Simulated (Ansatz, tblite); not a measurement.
Forces on [InF4]- (InF₄⁻) at its PBE0-D4/def2-SVPD geometry. The state is a singlet with charge -1.

In the def2 sets In takes a core potential; there is no spin–orbit coupling. The xTB rows come from tblite.

GFN1-xTB (tblite), largest force 0.56 eV/Å:

```xyz
5
positions Å, forces eV/Å
In    0.000    0.000    0.000    0.001    0.001   -0.002
F     0.404   -0.396   -1.921   -0.112    0.110    0.533
F    -1.971    0.270    0.224    0.545   -0.075   -0.062
F     0.969    1.661    0.558   -0.269   -0.460   -0.155
F     0.598   -1.535    1.138   -0.166    0.424   -0.315
```

GFN2-xTB (tblite), largest force 0.03 eV/Å:

```
In 0.001 0.000 -0.001
F -0.005 0.005 0.025
F 0.024 -0.003 -0.003
F -0.012 -0.021 -0.007
F -0.007 0.019 -0.014
```

PBE-D4/def2-TZVPD (Ansatz), largest force 0.14 eV/Å:

```
In 0.002 0.001 -0.003
F 0.028 -0.027 -0.132
F -0.139 0.019 0.016
F 0.067 0.116 0.039
F 0.042 -0.108 0.080
```
